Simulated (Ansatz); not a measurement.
`[SiH3]O[SiH2][GaH2]` + H₂ → `[SiH3]O[SiH3]` + `[GaH3]` at 600 K and 1 bar (hydrogenolysis of the Si–Ga bond).

Computed with Ansatz on PBE0-D4/def2-TZVP structures; ΔE is electronic, products minus reactants. CBS: MP2 limit from def2 TZ/QZ plus the TZ coupled-cluster correction, frozen cores. This one scheme is used for every species. For Ga outer-core shells are correlated without core-valence functions, which leaves a few kJ/mol of doubt a bond. Scalar relativity is left out up to krypton. One conformer a species, not always the lowest.

```json
{"species": "`[SiH3]O[SiH2][GaH2]`", "CCSD(T)/CBS energy (Eh)": "-2581.53792", "H − E (kJ/mol)": "229.9", "S (J/(mol·K))": "476.8"}
{"species": "H₂", "CCSD(T)/CBS energy (Eh)": "-1.17544", "H − E (kJ/mol)": "43.9", "S (J/(mol·K))": "150.8"}
{"species": "`[SiH3]O[SiH3]`", "CCSD(T)/CBS energy (Eh)": "-657.01000", "H − E (kJ/mol)": "196.4", "S (J/(mol·K))": "409.1"}
{"species": "`[GaH3]`", "CCSD(T)/CBS energy (Eh)": "-1925.70545", "H − E (kJ/mol)": "74.9", "S (J/(mol·K))": "253.2"}
```

H − E and S are ideal-gas, rigid-rotor, harmonic terms from PBE0-D4/def2-TZVP, for one conformer and one mirror image of each species. For small species the MP2-based limit differs from directly extrapolated CCSD(T) by up to some mEh (0.8 for H₂); such offsets cancel only in part. 1 Eh = 2625.50 kJ/mol, R = 8.31446 J/(mol·K).

Q: By hand: ΔE, ΔH, ΔS and ΔG.

A: ΔE = (-657.01000) + (-1925.70545) − (-2581.53792) − (-1.17544) = -0.00209 Eh = -5.5 kJ/mol. Δ(H − E) = 196.4 + 74.9 − 229.9 − 43.9 = -2.5, so ΔH = -8.0 kJ/mol. ΔS = 409.1 + 253.2 − 476.8 − 150.8 = 34.7 J/(mol·K). ΔG = -8.0 − 600 × (34.7)/1000 = -28.8 kJ/mol.

Q: By hand: the equilibrium constant, and the temperature at which ΔG would vanish if ΔH and ΔS stayed fixed.

A: log₁₀ K = −ΔG/(RT ln 10) = 2.5. ΔH and −TΔS have one sign here, so there is no such temperature.

TΔS isn't small against ΔH here. A doubt of 5 kJ/mol in ΔE shifts log₁₀ K by 0.4 here. Other conformers and mirror images would add mixing entropy, several J/(mol·K) or more a flexible species. Modes under 60 cm⁻¹, often nearly free rotors, make the harmonic entropy too high. These are equilibria of isolated gas molecules and say nothing of rates. Largest T1 diagnostic: 0.013 (customary marks: 0.02 for closed shells, 0.045 for open ones).
